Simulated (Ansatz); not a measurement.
`[SiH3][Ge]([SiH3])([SiH3])[SiH3]`, 17 atoms. Total charge 0; spin multiplicity 1. Correlated methods include outer-core shells of Ge, which these sets cover unevenly. Scalar relativity is left out up to krypton. Hardware: A = 2 threads of an AMD EPYC 7R13 on a shared host and a share of an NVIDIA H100 80 GB; B = 2 threads of an AMD EPYC 7R13 on a shared host. Correlated methods freeze the cores. Open-shell runs search over several starts.

Give the basis size and wall time and peak host memory of each of these runs in Ansatz. RKS r2SCAN0-D4/def2-TZVPP energy [A]; UKS ωB97X-V/def2-TZVPP energy of the cation [A]; RHF-CCSD(T)/def2-SVP energy [A]; RKS ωB97M-V/def2-SVP energy [B]; RKS PBE0-D4/def2-QZVPP energy [A]; RHF-CCSD(T)/def2-TZVPP energy [A]; RKS ωB97M-V/def2-QZVPP energy [A]; direct RPA on PBE orbitals/def2-TZVPP energy [A]; UKS PBE-D4/def2-TZVPP energy of the cation [A]; RKS PBE0-D4/def2-TZVP relaxation (4 steps) [A]; RKS PBE0-D4/def2-SVP energy [B]; RKS PBE-D4/def2-TZVPP energy and forces [A]. (Estimate.)

The calculation gave: Other jobs shared the machine, so times are rough.

```
                                level                       job  functions  wall time  peak host memory (GiB)
                RKS PBE-D4/def2-TZVPP     energy and forces [A]        384      2.7 s                    0.93
                 RHF-CCSD(T)/def2-SVP                energy [A]        164        3 s                       1
               RKS PBE0-D4/def2-QZVPP                energy [A]        729      3.5 s                     1.3
                 RKS PBE0-D4/def2-SVP                energy [B]        164        5 s                       1
            RKS r2SCAN0-D4/def2-TZVPP                energy [A]        384      5.5 s                       1
direct RPA on PBE orbitals/def2-TZVPP                energy [A]        384      5.5 s                     1.7
                RKS PBE0-D4/def2-TZVP  relaxation (4 steps) [A]        268      8.1 s                       1
               RKS ωB97M-V/def2-QZVPP                energy [A]        729      9.5 s                     1.4
                UKS PBE-D4/def2-TZVPP  energy of the cation [A]        384       16 s                       1
                 RKS ωB97M-V/def2-SVP                energy [B]        164       16 s                       1
               RHF-CCSD(T)/def2-TZVPP                energy [A]        384       17 s                       1
               UKS ωB97X-V/def2-TZVPP  energy of the cation [A]        384       31 s                     1.3
```
